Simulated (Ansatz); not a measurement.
Start from `B[N]([GeH3])C=C` and change one atom or group to get `BN(C)C=C`.

Ansatz, PBE0-D4/def2-TZVP geometries, multiplicity 1. Each molecule was computed in one conformer, which needn't be the lowest.

Scalar relativity is left out up to krypton.

```tsv
property	`B[N]([GeH3])C=C`
HOMO–LUMO gap (ωB97M-V/def2-TZVPP) / eV	10.38
LUMO energy (PBE/def2-TZVPP) / eV	-1.52
HOMO–LUMO gap (PBE0/def2-TZVPP) / eV	6.35
HOMO energy (PBE0/def2-TZVPP) / eV	-6.91
LUMO energy (PBE0/def2-TZVPP) / eV	-0.56
LUMO energy (B3LYP/def2-TZVPP) / eV	-0.78
```

Problem. Give the same properties after the change, and the shifts. (Best estimate.)

Solution. Computed: 
```tsv
property	`BN(C)C=C`	shift
HOMO–LUMO gap (ωB97M-V/def2-TZVPP) / eV	10.27	-0.11
LUMO energy (PBE/def2-TZVPP) / eV	-1.48	0.04
HOMO–LUMO gap (PBE0/def2-TZVPP) / eV	6.26	-0.09
HOMO energy (PBE0/def2-TZVPP) / eV	-6.79	0.12
LUMO energy (PBE0/def2-TZVPP) / eV	-0.53	0.03
LUMO energy (B3LYP/def2-TZVPP) / eV	-0.75	0.03
```

B3LYP here is the variant with VWN-RPA as its local correlation; programs differ in this.
